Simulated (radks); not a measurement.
Values are calculated unless marked as measured or tabulated.
Yb2+, configuration [Xe] 4f14. Level of theory: scalar-relativistic Kohn-Sham, exchange-only LDA, spin-polarised, spherical densities, point nucleus (a radial shooting solver on a logarithmic mesh with Libxc functionals).

Normalised radial functions P(r) = r R(r), r in bohr:

r              4d
0.001089   0.0000
0.001441   0.0000
0.001906   0.0001
0.002522   0.0002
0.003337   0.0004
0.004415   0.0008
0.005842   0.0017
0.007729   0.0035
0.01015    0.0073
0.01342    0.0152
0.01776    0.0310
0.0235     0.0615
0.03109    0.1175
0.04114    0.2133
0.05444    0.3616
0.07203    0.5592
0.0953     0.7610
0.1251     0.8580
0.1655     0.7039
0.219      0.1897
0.2898    -0.5835
0.3834    -1.2642
0.5073    -1.4822
0.6712    -1.1931
0.8881    -0.6884
1.175     -0.2810
1.542     -0.0806
2.041     -0.0139
2.7       -0.0013
3.573     -0.0001
4.727     0.0000

4d: eigenvalue -190.79 eV, 1 radial node at r = 0.236 bohr, <r> = 0.561 bohr, 90 % of the charge inside 0.844 bohr.
